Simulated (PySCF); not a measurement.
Compound: C4H6Cl2S.
Cartesian coordinates in Å at the GFN2-xTB level; atoms count from 1:
```xyz
13
C4H6Cl2S angstrom
C     -1.754   -0.589    0.099
C     -0.749    0.500    0.081
S     -1.134    2.045   -0.231
C      0.683    0.112    0.333
C      1.501    0.282   -0.941
Cl     3.225   -0.018   -0.620
Cl     0.938   -0.848   -2.194
H     -1.490   -1.335   -0.652
H     -1.753   -1.089    1.069
H     -2.749   -0.204   -0.106
H      1.113    0.774    1.089
H      0.757   -0.921    0.679
H      1.408    1.292   -1.347
```

Method used: TDDFT B3LYP/def2-SVPD, vertical, gas phase, core orbitals frozen in the response in PySCF 2.14.0, density-fitted response routines.

Orbital energies (eV): HOMO-3 -8.80, HOMO-2 -8.64, HOMO-1 -8.29, HOMO -6.55, LUMO -2.70, LUMO+1 -0.46, LUMO+2 0.04.

Lowest singlets, with some entries withheld (?).

| state | E (eV) | f | main configurations (H = HOMO, L = LUMO) |
| --- | --- | --- | --- |
| S1 | 2.47 | 0.0001 | H→L (100%) |
| S2 | ? | ? | ? |
| S3 | ? | ? | ? |
| S4 | 5.37 | 0.011 | H→L+1 (86%), H-3→L (13%) |
| S5 | 5.57 | 0.085 | H-3→L (38%), H-1→L (35%), H-4→L (13%) |
| S6 | 5.73 | 0.035 | ? |
| S7 | 5.79 | ? | H→L+2 (95%) |
| S8 | 5.96 | 0.051 | H-5→L (79%) |

(1) Fill in the withheld entries.

(2) How far apart are S3 and S7, in eV and cm⁻¹?

(3) What is the mean static polarisability from the same response equations?

(4) Where do the lowest triplets lie (Tamm–Dancoff)?

Answers

(1) 
- S2: E = 5.16 eV; f = 0.0098; H-2→L (84%), H-1→L (10%)
- S3: E = 5.19 eV; f = 0.053; H-3→L (41%), H-1→L (34%), H-2→L (14%)
- S6: H-4→L (78%), H-5→L (10%)
- S7: f = 0.027

(2) 5.786 − 5.186 = 0.600 eV, or about 4840 cm⁻¹.

(3) 98.8 au (14.65 Å³), with principal values 82.4, 99.6 and 114.5 au.

(4) T1 2.03 eV, H→L (99%); T2 3.22 eV, H-1→L (90%); T3 5.10 eV, H-2→L (96%). E(S1) − E(T1) = +0.44 eV.

Time: 30 s wall. Hardware: Arm Neoverse V2, one thread, shared host.

One conformer stands for the species.
